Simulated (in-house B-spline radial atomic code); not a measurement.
Results of a calculation; reference values are marked as such.
# Extrapolating the RPA correlation energy in partial waves: the molybdenum ion Mo⁺

All-electron RPA on PBE orbitals from a B-spline radial code for spherical atoms, scalar-relativistic (spin-free one-electron X2C), finite nucleus, configuration [Kr] 4d5, highest spin. With empty states up to angular momentum L the sums are:

| L | E_c(L) (hartree) |
| --- | --- |
| 4 | -2.658588 |
| 5 | -2.846102 |
| 6 | -2.936722 |

For large l each further wave adds A/(l + 1/2)⁴, because the basis must build the cusp where two electrons meet.

Problem. Estimate the limit from L = 5 and L = 6.

Solution. Wave 6 adds -0.090620, against a sum of (l + 1/2)⁻⁴ of 5.60204e-04, so A = -161.76. The sum over l > 6 is ζ(4, 7.5) = 9.6207e-04, close to 1/(3 × 7³) = 9.7182e-04. The tail is -0.155627 and the limit -3.09235 hartree.

Problem. How good is the estimate?

Solution. A run to L = 11 sums to -3.04225 and extrapolates to -3.06372 hartree, 1.64 millihartree from the run before, so it has not settled and is itself too deep. The estimate differs from that by -28.63 millihartree, while the bare sum at L = 6 misses 127.0 millihartree (4.1 %).
